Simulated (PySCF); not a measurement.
One of the candidates below gave these computed data.

All candidates are C4H2F4O.

| technique | computed result |
| --- | --- |
| UV, first state | lowest singlet excitation: 6.17 eV (201 nm, f = 0.001) [TDDFT PBE0/def2-SVPD] |
| Triplet | lowest triplet excitation (Tamm–Dancoff): 4.88 eV [TDA PBE0/def2-SVPD] |
| Rotational structure | rotational constants A, B, C: 3.110, 1.294, 1.160 GHz [GFN2-xTB] |
| 13C NMR | chemical shifts (computed TMS as zero) by class: 134.4 (2 C), 131.8 (1 C), 93.5 (1 C) ppm [GIAO PBE0/pcSseg-1] |
| UV, strongest line | among the 6 lowest singlet transitions: S2 at 7.60 eV (163 nm, f = 0.061) [TDDFT PBE0/def2-SVPD] |
| NMR, other nuclei | isotropic shieldings of nuclei other than C and H, by class: 164 (1 O), 246 (3 F), 290 (1 F) ppm [GIAO PBE0/pcSseg-1] |

Electronic properties: PySCF, gas phase, density fitting. Levels stand in brackets. Isolated species at its GFN2-xTB geometry (one conformer only). NMR values are class means; diastereotopic atoms form classes of their own.

Question: Which candidate is it?
A. `C=C(C(=O)F)C(F)(F)F`
B. `FC(F)(F)OC1(F)C=C1`
C. `O=C(F)/C=C\C(F)(F)F`
D. `O=C[C@@H](F)C(F)=C(F)F`

Answer: B. It is `FC(F)(F)OC1(F)C=C1`. Numbering: `[F:1][C:2]([F:3])([F:4])[O:5][C:6]1([F:7])[CH:8]=[CH:9]1`. Its formula, C4H2F4O, gives 2 degrees of unsaturation: 1 ring and 1 π bond in the structure found. 4 carbons fall into 3 classes; from least to most shielded: alkene CH carbon [C8/C9] (134.4 ppm, 2 C, up to 3.4 ppm apart in this geometry), CF3 carbon [C2] (131.8 ppm), sp3 C–F carbon [C6] (93.5 ppm). The other shieldings belong to: 164 ppm, ether oxygen [O5]; 246 ppm, fluorine of a CF3 group [F1/F3/F4]; 290 ppm, alkyl fluorine [F7]. S1 is mainly HOMO→LUMO (weight 0.97); the largest Löwdin shares of the orbital it empties are 0.25 on the sp3 C–F carbon, 0.21 on the alkyl fluorine, 0.18 on an alkene CH carbon and 0.16 on an alkene CH carbon, of the orbital it fills 0.39 on each of 2 atoms of one kind (alkene CH carbon) and 0.07 on each of 2 atoms of one kind (vinylic hydrogen). The optimised geometry has point group C1 and is an asymmetric top.

The others, at the same levels:
- `O=C(F)/C=C\C(F)(F)F` fails: it has 4 carbon classes against 3; its computed 13C shifts are 159.8 (1 C), 153.3 (1 C), 133.0 (1 C), 129.6 (1 C) ppm, rotational constant A is 3.701 GHz (against 3.110 GHz) and smallest rotational constant is 0.921 GHz (against 1.160 GHz).
- `O=C[C@@H](F)C(F)=C(F)F` fails: it has 4 carbon classes against 3; its computed 13C shifts are 205.9 (1 C), 169.4 (1 C), 138.9 (1 C), 96.6 (1 C) ppm and rotational constant A is 2.019 GHz (against 3.110 GHz).
- `C=C(C(=O)F)C(F)(F)F` fails: it has 4 carbon classes against 3; its computed 13C shifts are 158.6 (1 C), 147.2 (1 C), 136.7 (1 C), 129.8 (1 C) ppm, rotational constant A is 2.725 GHz (against 3.110 GHz) and smallest rotational constant is 1.040 GHz (against 1.160 GHz).

Each candidate is one conformer, not necessarily the lowest. Dipoles, sizes and rotational constants follow the conformer. The torsions of the flexible species, by atom-mapped SMILES:
- `[F:1][C:2]([F:3])([F:4])[O:5][C:6]1([F:7])[CH:8]=[CH:9]1`: F1–C2–O5–C6 61°, C2–O5–C6–F7 -84°
- `[O:1]=[C:2]([F:3])/[CH:4]=[CH:5]\[C:6]([F:7])([F:8])[F:9]`: O1–C2–C4–C5 0°, C4–C5–C6–F7 180°
- `[O:1]=[CH:2][C@@H:3]([F:4])[C:5]([F:6])=[C:7]([F:8])[F:9]`: O1–C2–C3–F4 -168°, C2–C3–C5–F6 128°
- `[CH2:1]=[C:2]([C:3](=[O:4])[F:5])[C:6]([F:7])([F:8])[F:9]`: C1–C2–C3–O4 180°, C1–C2–C6–F7 1°
